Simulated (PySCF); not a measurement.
Tl (thallium, neutral): UHF calculation

Configuration: [Xe] 4f14 5d10 6s1 6p1 7s1, high-spin 4P determinant (an excited configuration). All numbers are calculated (PySCF 2.14, a scalar-relativistic core potential, in aug-cc-pVTZ-PP with one added diffuse shell each of d, f type with ECP60MDF (6s5p5d3f, 67 functions)).

```
Total energy                                                  : -171.226038 hartree
One-electron energy                                           : -297.6653 hartree
Hartree (Coulomb) energy                                      : 140.3371 hartree
Exchange energy                                               : -13.8978 hartree
⟨S²⟩                                                          : 3.7539
⟨L²⟩                                                          : 2.040
Sum of ⟨r⟩                                                    : 34.79 bohr
Sum of ⟨r²⟩                                                   : 107.1 bohr²
Traceless quadrupole moment −½Σ⟨3z² − r²⟩ along its main axis : -2.75 e·bohr²
Time after the integrals                                      : 0.47 s of wall time on 1 thread of Intel(R) Xeon(R) Platinum 8488C (shared host)
```

```csv
shell,electrons,mean orbital energy (hartree),spread (hartree),"rms radius, mean of both spins (bohr)"
5s α,1,-5.82711,0,0.952
5s β,1,-5.81273,0,0.952
5p α,3,-3.65090,0.00621,1.09
5p β,3,-3.64538,0.01608,1.09
5d α,5,-1.02676,0.01117,1.48
5d β,5,-1.00749,0.02228,1.48
6s α,1,-0.65432,0,2.60
6p α,1,-0.32962,0,3.52
7s α,1,-0.10290,0,7.57
```

Energies and moments cover only the electrons outside the core potential. Spin-orbit coupling, absent here, splits the open shell strongly. The outer electron is Rydberg-like, and this basis confines it to a smaller radius and binds it less than a complete one would.
